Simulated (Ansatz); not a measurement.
Reaction (cleavage of the Si–Si bond): `[SiH3][SiH2][SiH2][SiH2][GeH3]` + HCl → `Cl[SiH2][SiH2][GeH3]` + disilane

Program: Ansatz. Geometries: PBE0-D4/def2-TZVP. ΔE: electronic, gas phase. CCSD(T)/CBS adds triple-zeta CCSD(T) − MP2 to the extrapolated MP2 energy (def2 sets, frozen cores). This one scheme is used for every species. DFT in def2-TZVPP. B3LYP here is the variant with VWN-RPA as its local correlation; programs differ in this. For Ge outer-core shells are correlated without core-valence functions, which leaves a few kJ/mol of doubt a bond. Scalar relativity is left out up to krypton. Each species was taken in one conformer, which may not be the lowest.

| level | ΔE (kJ/mol) |
| --- | --- |
| PBE-D4 | -59.0 |
| PBE0 | -72.0 |
| B3LYP | -88.0 |
| HF/def2-TZVPP | -106.1 |
| SCS-MP2/def2-TZVPP | -82.6 |
| MP2/def2-QZVPP | -78.9 |
| SCS-MP2/def2-QZVPP | -84.7 |
| CCSD/CBS(def2) | -77.9 |

(1) What does CCSD(T)/CBS give? (Estimate.)

Largest T1 diagnostic among the species: 0.013.

## Answers

(1) The calculation gave: -73.2 kJ/mol. The listed levels differ from it by 14.2, 1.2, -14.8, -32.9, -9.4, -5.7, -11.5, -4.7 kJ/mol.

In def2-TZVPP, CCSD(T) changes the Hartree–Fock value by +35.8 kJ/mol (the triples alone add +4.7 kJ/mol) and MP2 by +29.3 kJ/mol. The D4 term adds +14.2 kJ/mol with B3LYP and +8.8 kJ/mol with PBE0; it sums over pairs of atoms, weighted by their polarisabilities, and B3LYP, whose exchange is more repulsive, gets the larger term. From PBE to PBE0 (25 % exact exchange), in def2-TZVPP and without D4, ΔE moves by −3.9 kJ/mol.
